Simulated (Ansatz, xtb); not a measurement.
## CH5F3GaN: 3 structures ranked

3 gas-phase structures of CH5F3GaN, from a drawn sample of its isomers (lower ones may exist). Each was relaxed with GFN2-xTB:

A. `C[NH2+][Ga-]([F])([F])[F]`, a singlet
B. `FC[NH2+][GaH-]([F])[F]`, a singlet
C. a singlet given by its coordinates

C (Å):

| atom | x (Å) | y (Å) | z (Å) |
| --- | --- | --- | --- |
| C | 2.4660 | -0.4146 | -1.0756 |
| F | 1.1243 | -0.5901 | 1.4024 |
| F | -0.3267 | -0.0535 | -0.8768 |
| F | 1.0475 | 2.3487 | 0.4772 |
| Ga | 1.0701 | 0.6561 | 0.0648 |
| N | 1.7967 | -1.7375 | -0.9623 |
| H | 0.8304 | -1.6000 | -1.3020 |
| H | 2.2656 | -2.5099 | -1.4416 |
| H | 1.6876 | -1.9176 | 0.0494 |
| H | 3.4714 | -0.4810 | -0.6642 |
| H | 2.5433 | -0.1367 | -2.1249 |

Close contacts (Å): C1–Ga5 2.10, C1–N6 1.49, F2–Ga5 1.83, F3–Ga5 1.83, F4–Ga5 1.74, C1–H10 1.09, C1–H11 1.09, N6–H7 1.03, N6–H8 1.02, N6–H9 1.03.

Task: Estimate their order in r2SCAN-D4/def2-SVP energy at these geometries, lowest first.

Result: Calculated order at r2SCAN-D4/def2-SVP: A (0.0), C (24.2), B (37.0) kcal/mol.

Energies above the lowest of each column, in kcal/mol; the last columns are at PBE0-D4/def2-SVP geometries:

```json
{"structure": "A", "GFN2-xTB": "0.0", "HF/STO-3G": "0.0", "r2SCAN-D4/def2-SVP": "0.0", "PBE0-D4/def2-SVP": "0.0", "CCSD(T)/def2-SVP + ΔMP2/def2-TZVPP": "0.0"}
{"structure": "C", "GFN2-xTB": "24.6", "HF/STO-3G": "57.5", "r2SCAN-D4/def2-SVP": "24.2", "PBE0-D4/def2-SVP": "23.0", "CCSD(T)/def2-SVP + ΔMP2/def2-TZVPP": "25.6"}
{"structure": "B", "GFN2-xTB": "26.1", "HF/STO-3G": "12.9", "r2SCAN-D4/def2-SVP": "37.0", "PBE0-D4/def2-SVP": "33.8", "CCSD(T)/def2-SVP + ΔMP2/def2-TZVPP": "38.9"}
```

Every level run on A puts it lowest or level with the lowest. Flexible structures stand in one conformer each, not always the lowest. ΔMP2 is the change of the MP2 energy from the smaller to the larger basis.

Programs: Ansatz 0.2.0, xtb 6.7.1.
